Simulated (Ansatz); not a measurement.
Born–Oppenheimer molecular dynamics of a periodic cell of 21 atoms, NaH₁₃O₇ (contents 6 H2O + 1 Na + 1 OH, density as packed 1.10 g/cm³ with natural masses). It starts from a partly relaxed structure (largest force component 0.30 eV/Å).

The calculation used DFT PBE-D3(BJ), scalar-relativistic, plane waves, PAW in Ansatz. Settings: cutoff 420 eV, k mesh 1x1x1, fermi-dirac smearing 0.02 eV, no spin polarisation.

```
ensemble        : NVT, Langevin thermostat
time step       : 0.5 fs
steps asked     : 300
set temperature : 1500 K
friction        : 0.02 /fs
seed            : 357987
```

Frames 5 fs apart, positions in Å, forces in eV/Å.

Velocities at 40.0 fs (Å/ps):

```
O 8.07 5.70 -11.42
H -10.74 30.60 -7.39
H -75.52 51.79 -34.41
O -1.39 -1.91 4.90
H -24.98 -103.86 -62.48
H 4.43 -22.33 14.18
O -0.15 -5.15 9.75
H -41.77 22.92 -20.91
H -59.87 -27.43 35.55
O -4.90 -13.06 -1.72
H 9.39 -84.84 -11.70
H -2.92 -37.61 -2.48
O -18.90 4.05 0.49
H -3.19 -31.60 -26.09
H -45.07 77.50 40.40
O 5.14 5.61 -10.30
H -13.54 -57.15 11.37
H -54.86 46.26 25.05
Na -5.19 -1.13 -3.14
O 1.31 6.82 -11.18
H 2.58 -16.68 3.96
```

```xyz
21
Lattice="6.0732 0.0000 0.0000 0.0000 6.0732 0.0000 0.0000 0.0000 6.0732" Properties=species:S:1:pos:R:3:forces:R:3 time_fs=40.0 energy_less_start_eV=3.031 T=1659
O 4.090 2.289 1.169 -4.47 -1.22 3.01
H 3.167 2.708 1.570 3.41 -1.41 -1.58
H 4.415 3.002 0.692 1.28 2.65 -1.66
O 1.131 0.274 1.313 1.31 -0.32 4.74
H 1.867 0.878 1.369 0.23 0.60 -0.79
H 0.772 0.182 0.491 -1.11 -0.46 -4.31
O 3.321 0.640 3.712 -1.87 -0.61 -1.44
H 3.346 1.627 3.559 -0.25 -0.74 0.18
H 2.482 0.244 3.263 1.73 1.12 1.23
O -0.393 2.026 3.482 -0.45 0.07 -1.52
H 0.346 2.021 4.052 1.44 0.25 1.27
H -0.886 2.925 3.598 -0.05 -0.86 0.30
O 5.175 5.103 6.004 0.76 -0.76 -0.82
H 5.084 4.538 5.117 -0.49 0.31 1.35
H 4.463 5.712 5.828 -0.94 0.68 -0.56
O 1.741 3.354 5.973 1.19 0.46 -1.74
H 1.664 3.573 6.929 0.39 0.78 -1.04
H 2.541 3.810 5.305 -1.63 -1.08 2.24
Na 5.022 6.483 1.907 0.10 -0.02 0.78
O 3.961 3.579 4.256 -0.74 1.32 -0.17
H 3.915 2.838 4.854 0.17 -0.75 0.52
21
Lattice="6.0732 0.0000 0.0000 0.0000 6.0732 0.0000 0.0000 0.0000 6.0732" Properties=species:S:1:pos:R:3:forces:R:3 time_fs=45.0 energy_less_start_eV=3.602 T=1528
O 4.114 2.331 1.104 4.17 -0.33 -4.48
H 3.426 2.718 1.480 -5.40 1.90 4.18
H 4.120 3.151 0.468 1.31 -1.84 0.33
O 1.097 0.267 1.353 3.66 0.93 -4.44
H 2.113 0.656 1.078 -3.93 -1.20 1.22
H 0.757 0.078 0.345 0.60 0.14 3.02
O 3.289 0.617 3.736 1.65 -0.63 0.32
H 3.214 1.527 3.470 -0.19 1.35 0.04
H 2.463 0.207 3.594 -1.83 -0.86 -0.40
O -0.400 1.964 3.470 0.95 -1.10 -0.76
H 0.415 1.769 3.976 -0.82 1.06 0.05
H -1.012 2.805 3.645 0.50 0.05 0.77
O 5.078 5.138 6.020 -1.01 1.74 0.12
H 4.994 4.547 5.183 -0.96 0.21 0.06
H 4.375 5.876 5.902 1.36 -1.73 -0.79
O 1.753 3.370 5.901 -2.07 -3.08 1.30
H 1.657 3.407 6.869 -0.19 0.63 -0.39
H 2.217 4.077 5.548 1.82 2.39 -0.98
Na 4.991 6.468 1.905 0.25 0.08 0.86
O 3.968 3.599 4.190 0.45 0.16 0.08
H 3.898 2.857 4.815 -0.33 0.11 -0.13
21
Lattice="6.0732 0.0000 0.0000 0.0000 6.0732 0.0000 0.0000 0.0000 6.0732" Properties=species:S:1:pos:R:3:forces:R:3 time_fs=50.0 energy_less_start_eV=3.588 T=1476
O 4.147 2.375 1.031 -3.62 0.92 2.89
H 3.322 2.720 1.736 3.63 -1.19 -2.61
H 3.933 2.957 0.278 0.07 -0.04 0.18
O 1.091 0.296 1.355 -0.77 0.20 2.39
H 1.950 0.462 1.076 3.44 1.21 0.26
H 0.839 -0.008 0.527 -2.41 -1.54 -2.90
O 3.265 0.583 3.742 -2.01 -0.11 0.13
H 3.131 1.525 3.404 -0.27 -1.28 1.04
H 2.360 0.165 4.011 1.94 1.30 -1.14
O -0.384 1.897 3.438 0.11 0.33 0.46
H 0.427 1.771 3.976 -0.82 0.61 -0.12
H -1.129 2.747 3.806 1.14 -0.23 -0.49
O 4.974 5.166 6.028 -0.08 0.56 -0.01
H 4.785 4.498 5.283 -0.18 -0.05 -0.23
H 4.523 5.941 5.646 0.11 0.08 -0.36
O 1.748 3.354 5.796 0.94 4.73 0.98
H 1.647 3.386 6.788 -0.42 -0.36 -0.88
H 2.012 4.452 5.692 -0.90 -4.53 -0.06
Na 4.968 6.462 1.940 0.08 -0.07 0.48
O 3.998 3.628 4.121 0.67 -1.05 0.47
H 3.722 2.949 4.773 -0.64 0.51 -0.48
21
Lattice="6.0732 0.0000 0.0000 0.0000 6.0732 0.0000 0.0000 0.0000 6.0732" Properties=species:S:1:pos:R:3:forces:R:3 time_fs=55.0 energy_less_start_eV=3.400 T=1814
O 4.129 2.425 0.964 4.30 -2.46 -7.05
H 3.674 2.594 1.677 -4.22 2.41 5.59
H 3.781 2.767 0.091 0.00 -0.27 2.05
O 1.085 0.298 1.359 2.67 -1.45 -2.75
H 2.188 0.318 1.243 -4.37 -0.34 0.07
H 0.601 -0.242 0.528 1.50 1.42 2.22
O 3.210 0.548 3.777 1.95 -1.21 -0.86
H 3.059 1.434 3.525 -0.43 1.99 -0.16
H 2.472 0.279 4.274 -1.83 -0.71 0.92
O -0.391 1.835 3.410 -1.86 1.13 -0.29
H 0.319 1.822 4.011 1.59 0.06 1.28
H -1.067 2.635 3.814 0.63 -0.68 -0.74
O 4.863 5.199 6.036 -0.04 -0.32 -1.71
H 4.564 4.347 5.181 0.28 1.28 0.25
H 4.740 5.985 5.444 -0.01 -0.53 0.28
O 1.738 3.385 5.701 0.36 -3.57 0.40
H 1.563 3.273 6.644 -0.23 -1.17 0.56
H 1.619 4.279 5.734 -0.46 4.45 -0.96
Na 4.944 6.455 1.988 0.03 -0.32 0.04
O 4.034 3.626 4.057 0.49 -0.05 1.63
H 3.406 3.190 4.673 -0.36 0.35 -0.77
21
Lattice="6.0732 0.0000 0.0000 0.0000 6.0732 0.0000 0.0000 0.0000 6.0732" Properties=species:S:1:pos:R:3:forces:R:3 time_fs=60.0 energy_less_start_eV=3.462 T=1609
O 4.146 2.429 0.885 -0.87 -0.06 3.23
H 3.758 2.750 1.837 1.04 -0.36 -3.32
H 3.568 2.680 0.136 0.08 0.28 0.64
O 1.101 0.264 1.357 -8.09 3.52 1.16
H 1.916 0.042 1.300 8.70 -2.69 -0.57
H 0.535 -0.311 0.859 -0.51 -1.17 -1.12
O 3.160 0.491 3.838 -3.23 2.52 1.18
H 2.913 1.488 3.651 0.99 -2.14 0.37
H 2.403 0.339 4.537 2.06 -0.12 -1.72
O -0.421 1.804 3.383 3.00 -1.36 0.77
H 0.182 1.880 4.154 0.34 -0.50 -0.57
H -0.966 2.513 3.694 -2.73 2.27 0.43
O 4.744 5.242 6.007 1.44 1.47 -3.43
H 4.481 4.531 5.107 0.02 -0.26 0.73
H 5.041 5.975 5.304 -1.11 -1.46 2.14
O 1.728 3.420 5.595 -2.42 1.76 1.86
H 1.467 2.975 6.495 0.25 1.19 -2.03
H 1.192 4.355 5.569 1.38 -3.30 0.28
Na 4.929 6.441 2.043 -0.56 -0.43 -0.30
O 4.053 3.625 4.040 -1.26 0.83 1.21
H 3.144 3.569 4.482 1.48 0.02 -0.93
21
Lattice="6.0732 0.0000 0.0000 0.0000 6.0732 0.0000 0.0000 0.0000 6.0732" Properties=species:S:1:pos:R:3:forces:R:3 time_fs=65.0 energy_less_start_eV=3.444 T=1677
O 4.161 2.429 0.842 0.49 -2.32 -3.00
H 3.939 2.865 1.601 -0.61 2.14 3.73
H 3.423 2.664 0.253 0.50 -0.01 -0.43
O 1.101 0.251 1.355 3.00 -5.39 -0.86
H 2.073 -0.456 1.383 -3.80 3.28 0.02
H 0.509 -0.557 1.067 1.07 1.72 0.13
O 3.080 0.450 3.899 1.59 -3.11 -1.10
H 2.962 1.331 3.741 -0.33 4.19 -0.81
H 2.446 0.286 4.554 -1.52 -0.86 1.74
O -0.434 1.773 3.352 -0.47 2.32 2.51
H 0.035 1.919 4.210 0.02 -0.43 -0.96
H -1.250 2.550 3.652 0.50 -0.52 -0.61
O 4.645 5.270 5.946 -0.29 -1.34 2.26
H 4.402 4.653 5.187 -0.29 -1.18 -0.49
H 5.071 5.931 5.469 1.06 2.55 -1.49
O 1.752 3.463 5.506 -1.10 2.71 -1.50
H 1.456 2.792 6.061 -0.82 -2.61 2.03
H 0.877 3.938 5.394 0.96 -0.22 -0.12
Na 4.932 6.441 2.078 -0.77 -0.56 -0.40
O 4.046 3.647 4.046 0.82 0.13 -0.43
H 3.108 3.877 4.072 -0.02 -0.50 -0.19
21
Lattice="6.0732 0.0000 0.0000 0.0000 6.0732 0.0000 0.0000 0.0000 6.0732" Properties=species:S:1:pos:R:3:forces:R:3 time_fs=70.0 energy_less_start_eV=4.201 T=1560
O 4.171 2.426 0.802 -1.17 1.70 2.00
H 4.089 3.140 1.560 0.51 -1.83 -1.90
H 3.348 2.641 0.286 0.99 -0.21 0.20
O 1.144 0.191 1.322 -6.56 4.99 -2.27
H 1.738 -0.376 1.521 8.28 -5.23 2.63
H 0.535 -0.542 1.184 -1.45 -0.19 -1.11
O 2.984 0.407 3.970 -1.49 1.69 0.31
H 2.991 1.443 3.797 -0.63 -2.75 1.06
H 2.247 0.109 4.635 1.83 1.34 -1.62
O -0.449 1.780 3.367 -1.97 1.55 -0.93
H -0.117 1.867 4.229 0.88 0.13 1.90
H -1.408 2.555 3.531 1.44 0.20 0.53
O 4.559 5.279 5.901 1.75 1.84 0.53
H 4.184 4.584 5.209 0.96 0.67 -0.35
H 5.090 6.063 5.478 -1.94 -2.33 0.35
O 1.781 3.495 5.425 -4.67 -2.93 0.58
H 1.434 2.517 5.677 1.76 2.27 -0.37
H 0.780 3.712 5.243 2.04 0.65 0.23
Na 4.957 6.426 2.128 -0.96 -0.56 -0.65
O 4.036 3.660 4.052 -1.00 -0.56 -2.02
H 3.159 3.892 3.612 1.40 -0.43 0.89
21
Lattice="6.0732 0.0000 0.0000 0.0000 6.0732 0.0000 0.0000 0.0000 6.0732" Properties=species:S:1:pos:R:3:forces:R:3 time_fs=75.0 energy_less_start_eV=3.557 T=1946
O 4.181 2.418 0.821 0.31 0.07 0.76
H 4.292 3.301 1.211 0.67 -0.08 0.32
H 3.484 2.686 0.224 -0.78 -0.30 -0.98
O 1.175 0.121 1.263 2.08 -2.67 2.11
H 1.958 -0.467 1.893 -3.62 2.35 -2.61
H 0.434 -0.512 1.028 1.59 -0.06 -0.10
O 2.880 0.377 4.041 3.21 0.93 -3.78
H 2.973 1.327 4.085 0.08 0.82 0.05
H 2.233 0.115 4.598 -3.33 -1.49 3.19
O -0.473 1.814 3.392 0.51 0.89 1.57
H -0.097 1.898 4.312 -0.76 -0.08 -1.34
H -1.247 2.594 3.406 0.83 -0.03 1.27
O 4.483 5.283 5.876 -0.97 -2.50 2.89
H 4.165 4.652 5.132 0.03 -0.30 -0.30
H 4.923 5.927 5.414 1.54 2.86 -1.97
O 1.782 3.497 5.354 -3.92 -0.32 -0.32
H 1.716 2.548 5.121 0.67 0.17 0.06
H 0.751 3.648 5.228 2.48 0.29 0.67
Na 4.975 6.399 2.168 -0.78 -0.36 -0.53
O 4.022 3.644 4.022 0.09 -0.44 -2.04
H 3.437 3.766 3.238 0.07 0.25 1.08
21
Lattice="6.0732 0.0000 0.0000 0.0000 6.0732 0.0000 0.0000 0.0000 6.0732" Properties=species:S:1:pos:R:3:forces:R:3 time_fs=80.0 energy_less_start_eV=3.759 T=1419
O 4.203 2.421 0.837 -0.49 2.43 -1.52
H 4.564 3.373 0.904 -0.29 -1.71 0.07
H 3.588 2.651 0.048 0.87 -0.80 1.58
O 1.224 0.029 1.242 -7.46 4.98 -8.17
H 1.740 -0.253 1.831 6.26 -4.56 7.36
H 0.589 -0.521 0.746 0.89 -0.63 0.57
O 2.813 0.328 4.098 -2.42 1.07 1.40
H 2.876 1.294 4.362 0.35 -1.35 -0.63
H 2.060 0.005 4.745 2.22 0.40 -1.50
O -0.466 1.841 3.427 1.30 -0.78 -0.30
H -0.102 1.959 4.297 0.51 -0.32 0.91
H -0.965 2.700 3.402 -1.25 0.70 0.33
O 4.433 5.293 5.847 1.85 -0.04 -2.25
H 4.260 4.606 4.940 -0.61 -0.16 0.98
H 4.851 5.935 5.180 -0.76 -0.34 1.72
O 1.777 3.488 5.310 2.34 -1.63 -0.68
H 2.041 2.707 4.691 -1.06 2.38 1.03
H 0.853 3.616 5.324 -2.06 -0.26 -0.13
Na 4.964 6.344 2.222 -0.47 -0.11 -0.69
O 4.002 3.614 3.952 0.93 0.35 0.20
H 3.689 3.776 3.062 -0.64 0.41 -0.27
21
Lattice="6.0732 0.0000 0.0000 0.0000 6.0732 0.0000 0.0000 0.0000 6.0732" Properties=species:S:1:pos:R:3:forces:R:3 time_fs=85.0 energy_less_start_eV=2.834 T=1731
O 4.230 2.437 0.832 1.72 0.34 1.09
H 4.861 3.170 0.649 -0.11 -0.35 0.61
H 3.733 2.533 0.043 -1.69 -0.06 -1.39
O 1.198 -0.020 1.189 1.78 -1.68 3.24
H 1.815 -0.513 2.013 -2.57 1.83 -3.60
H 0.871 -0.709 0.572 0.54 -0.17 0.46
O 2.751 0.305 4.161 0.74 1.62 -1.45
H 2.853 1.164 4.620 -0.18 -0.43 -0.40
H 2.140 -0.177 4.690 -0.75 -1.02 1.07
O -0.423 1.863 3.452 0.27 1.22 0.64
H -0.069 1.939 4.354 0.32 -0.57 -0.21
H -1.022 2.840 3.533 -0.25 -1.69 0.26
O 4.411 5.277 5.809 0.56 -2.10 -0.07
H 4.198 4.559 5.032 -0.01 0.72 0.93
H 4.620 5.972 5.194 0.21 1.17 -0.24
O 1.783 3.465 5.286 -2.60 0.17 1.00
H 2.227 3.192 4.429 -0.82 0.50 0.30
H 0.735 3.446 5.380 3.26 -0.32 -1.16
Na 4.952 6.278 2.268 -0.12 0.22 -0.55
O 3.986 3.568 3.902 0.22 0.42 -0.49
H 3.823 3.798 2.977 -0.52 0.16 -0.03
```

Of the whole run (150 fs, mean temperature of the second half 1454 K): A run of 0.15 ps of so small a system gives no equilibrium averages. Limits of this set-up: coarse k mesh.

Time of the run: 3.9 min on 1 thread of Intel(R) Xeon(R) 6975P-C (Granite Rapids), on a shared host, peak memory 0.41 GiB.
